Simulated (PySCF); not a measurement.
## Ionisation energy of P(3+) by level of theory

P(3+) [Ne] 3s2 → P(4+) [Ne] 3s1 [3s1/2^1, M_J = 1/2], as a difference of total energies. Calculation: PySCF 2.14, in x2c-SVPall-2c (4s4p1d, 21 functions); the two-component X2C-1e Hamiltonian. Correlated levels: [Ne] frozen. "Screened" scales the spin-orbit matrix elements by Boettger's factors to mimic the two-electron term; Breit and QED terms are absent.

| method | ionisation energy (eV) |
| --- | --- |
| GHF (screened spin-orbit) | 49.738 |
| GMP2 (screened spin-orbit) | 50.628 |

How much does correlation contribute at GMP2 (screened spin-orbit)?

50.628 − (49.738) = 0.890 eV, measured against GHF (screened spin-orbit).

Errors of the correlated levels include the incompleteness of this basis and the frozen core.

MP2 underrates the near-degeneracy of ns² with np² in the lower species.

For comparison: 51.444 eV (measured; NIST Atomic Spectra Database, ionization energies).
